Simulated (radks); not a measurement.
The numbers below are computed, except where a source is named.
Q: V XI, configuration [Ne] 3s2 3p1. Level of theory: Dirac Kohn-Sham, BP86, spin-unpolarised, spherical densities, point nucleus; open shells fill j = l - 1/2 first (a radial shooting solver on a logarithmic mesh with Libxc functionals). Some entries of the table are withheld. Estimate them.

orbital,occ.,eigenvalue (Ry),<1/r> (bohr^-1),<r^2> (bohr^2)
1s1/2,2,-412.9715,22.85,0.005930
2s1/2,2,-62.01099,4.853,0.1101
2p1/2,2,-55.18414,4.789,0.08908
2p3/2,4,-54.65129,4.723,0.09072
3s1/2,2,(1),1.739,0.7712
3p1/2,1,-17.78473,1.669,0.7854
3p3/2,0,-17.68851,1.656,0.7938
3d3/2,0,-14.68959,1.505,0.7336
3d5/2,0,-14.67510,1.502,0.7355
4s1/2,0,-9.35531,0.8661,3.063
4p1/2,0,(2),0.8329,3.269
4p3/2,0,(3),0.8279,3.295
4f5/2,0,-6.94791,0.7178,2.818
4f7/2,0,-6.94656,0.7175,2.820

A: 
(1) 3s1/2 eigenvalue (Ry): -19.80160
(2) 4p1/2 eigenvalue (Ry): -8.60919
(3) 4p3/2 eigenvalue (Ry): -8.57671
